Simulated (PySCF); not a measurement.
Excitations are Tamm–Dancoff values on a coarser integration grid. The basis has no diffuse functions, so Rydberg states are missing or too high.

GeI₄, SMILES `[I][Ge]([I])([I])[I]` (charge 0, multiplicity 1)

Method: PySCF with M06-2X/def2-TZVP // PBE0-D3(BJ)/def2-SVP.

```
Item                                                               Result
-------------------------------------------  ----------------------------
HOMO                                                             -8.96 eV
dipole moment                                                   0.000 e·Å
HOMO–LUMO gap                                                     6.39 eV
LUMO                                                             -2.58 eV
S1 excitation (TDA)                                               3.81 eV
S1 oscillator strength                                              0.000
brightest of the four lowest singlets (TDA)                       4.35 eV
total energy                                                -3267.7128 Ha
cost                                         very roughly 30 core-minutes
```

Bonds (Å): I1–Ge2 2.509, Ge2–I3 2.509, Ge2–I4 2.509, Ge2–I5 2.509. Bond angles (°): I1–Ge2–I3 109.5, I1–Ge2–I4 109.5, I1–Ge2–I5 109.5, I3–Ge2–I4 109.5, I3–Ge2–I5 109.5, I4–Ge2–I5 109.5.
